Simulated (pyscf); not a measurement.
Single points on ωB97X-D3(BJ)/def2-SVP structures (PySCF, gas phase). Correlated levels are frozen-core, on RHF or UHF. ΔMP2 is the change of the MP2 total energy from the triple- to the quadruple-zeta basis. Singlets are restricted, triplets unrestricted.

Singlet (Å):
```xyz
8

O      0.4535    -1.8310    -0.4840
Si     1.3653    -0.5901     0.1559
O      0.5073     0.7748    -0.3014
Si    -0.8064     1.4032    -1.1032
H     -0.3581    -1.6586    -0.9790
H     -1.6370     2.2002    -0.1614
H     -0.3474     2.2609    -2.2285
H     -1.6406     0.2896    -1.6571
```

Triplet (Å):
```xyz
8

O      1.9135    -1.1934    -0.9635
Si     1.0131     0.1095    -0.4008
O      0.4691     0.0701     1.1808
Si    -1.0487    -0.2613     1.8084
H      2.8667    -1.0676    -0.8748
H     -1.9722     0.8775     1.5416
H     -0.8930    -0.4438     3.2754
H     -1.6062    -1.4984     1.1919
```

Problem. For these two minima of HO–Si:–O–SiH₃, which spin state lies lower at CCSD(T)/def2-TZVPP + ΔMP2(QZVPP), and by how much (electronic energies)?

Solution. The singlet, by 2.86 eV. Zero-point energy shifts E(triplet) − E(singlet) by 0.00 eV. Other isomers of HO–Si:–O–SiH₃ [singlet] were not searched in full and may lie lower. 

E(triplet) − E(singlet) by level (eV):

```json
[
 {"level": "ωB97X-D3(BJ)/def2-TZVP", "gap": "+2.89"},
 {"level": "PBE/def2-TZVP", "gap": "+2.65"},
 {"level": "r²SCAN/def2-TZVP", "gap": "+2.43"},
 {"level": "B3LYP-D3(BJ)/def2-TZVP", "gap": "+2.85"},
 {"level": "PBE0-D3(BJ)/def2-TZVP", "gap": "+2.62"},
 {"level": "M06-2X/def2-TZVP", "gap": "+2.75"},
 {"level": "ωB97M-D3(BJ)/def2-TZVP", "gap": "+3.16"},
 {"level": "HF/def2-TZVP", "gap": "+2.01"},
 {"level": "MP2/def2-QZVPP", "gap": "+2.76"},
 {"level": "CCSD/def2-TZVPP", "gap": "+2.80"},
 {"level": "CCSD(T)/def2-TZVPP", "gap": "+2.83"},
 {"level": "CCSD(T)/def2-TZVPP + ΔMP2(QZVPP)", "gap": "+2.86"}
]
```

The triplet is the lowest one reached from the SCF start used. The CCSD(T) − MP2 part came from Ansatz, without density fitting, on the same reference.
